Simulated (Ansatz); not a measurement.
Basis-set extrapolation for `N[C@H]1O[Si@@H](O)[AlH]1` (PBE0-D4/def2-TZVP geometry, frozen core, Ansatz 0.2.0). Multiplicity 1, RHF reference.

```
                      def2-TZVPP   def2-QZVPP
                 HF  -776.538202  -776.566073
    MP2 correlation    -1.055088    -1.135183
CCSD(T) correlation    -1.133944      not run
```

Energies in hartree. Use E(X) = E(∞) + A·exp(−7.88·√X) for Hartree–Fock and E(X) = E(∞) + B·X^(−2.97) for correlation, with X = 3 and 4, and add CCSD(T) minus MP2 of the smaller set to the MP2 limit.

Task: What is the CCSD(T) energy at the basis-set limit?

Result: HF limit: -776.566073 + (-0.027871) × 0.13774 = -776.56991. MP2 limit: -1.135183 + (-0.080095) × 0.74074 = -1.19451. Higher-order term: -1.133944 − (-1.055088) = -0.07886. Total: -777.84328 hartree, 449.3 kJ/mol below CCSD(T)/def2-TZVPP.
